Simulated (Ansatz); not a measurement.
`C=C[Si](N)(Cl)OC` and `C=C[Si](O)(Cl)OC` differ in one atom or group.

Ansatz, PBE0-D4/def2-TZVP geometries, multiplicity 1. Each molecule was computed in one conformer, which needn't be the lowest.

| property | `C=C[Si](N)(Cl)OC` |
| --- | --- |
| HOMO–LUMO gap (B3LYP/def2-TZVPP) / eV | 6.72 |
| LUMO energy (ωB97M-V/def2-TZVPP) / eV | 1.68 |
| size of the dipole moment (B3LYP/def2-TZVPP) / D | 2.05 |
| LUMO energy (PBE/def2-TZVPP) / eV | -1.41 |
| LUMO energy (PBE0/def2-TZVPP) / eV | -0.40 |
| HOMO energy (PBE/def2-TZVPP) / eV | -6.21 |

Q: Give the same properties after the change, and the shifts. (An estimate is asked.)

A: Computed: 
| property | `C=C[Si](O)(Cl)OC` | shift |
| --- | --- | --- |
| HOMO–LUMO gap (B3LYP/def2-TZVPP) / eV | 7.07 | 0.35 |
| LUMO energy (ωB97M-V/def2-TZVPP) / eV | 1.42 | -0.26 |
| size of the dipole moment (B3LYP/def2-TZVPP) / D | 1.46 | -0.59 |
| LUMO energy (PBE/def2-TZVPP) / eV | -1.71 | -0.30 |
| LUMO energy (PBE0/def2-TZVPP) / eV | -0.70 | -0.30 |
| HOMO energy (PBE/def2-TZVPP) / eV | -6.85 | -0.64 |

With PBE0 the HOMO falls by 0.65 eV and the LUMO falls by 0.30 eV, so the gap widens by about 0.35 eV. PBE moves the HOMO by -0.64 eV and ωB97M-V by -0.62 eV. Dipoles are sizes alone; their direction can turn.

B3LYP here is the variant with VWN-RPA as its local correlation; programs differ in this.
